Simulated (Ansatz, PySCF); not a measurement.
PySCF was given this input:
```python
from pyscf import gto, scf, dft

mol = gto.M(
    atom='''
Be    0.000000    0.000000    0.000000
F    -0.000000   -0.000000   -1.369539
F     0.000000    0.000000    1.369539
''',
    basis='def2-svpd',
    charge=0,
    spin=0,
    verbose=4,
)

mf = dft.RKS(mol)
mf.xc = 'wb97x'
mf.grids.atom_grid = (99, 590)
mf.grids.prune = None
mf.kernel()
```

Q: Give the equivalent Ansatz (an electronic-structure program) input.

A: This is not unique; one that fits is 
Ansatz 0.2 input:
```yaml
crystal:
  periodic: [false, false, false]
  atoms:
    - {symbol: Be, position_ang: [0.00000000, 0.00000000, 0.00000000]}
    - {symbol: F, position_ang: [-0.00000000, -0.00000000, -1.36953917]}
    - {symbol: F, position_ang: [0.00000000, 0.00000000, 1.36953917]}
basis:
  gaussian:
    orbitals: def2-SVPD
hamiltonian:
  xc: {name: wB97X}
accuracy: high
```

Both were run: PySCF gave -214.389295 Eh and Ansatz -214.389294 Eh, 0.002 mEh apart.
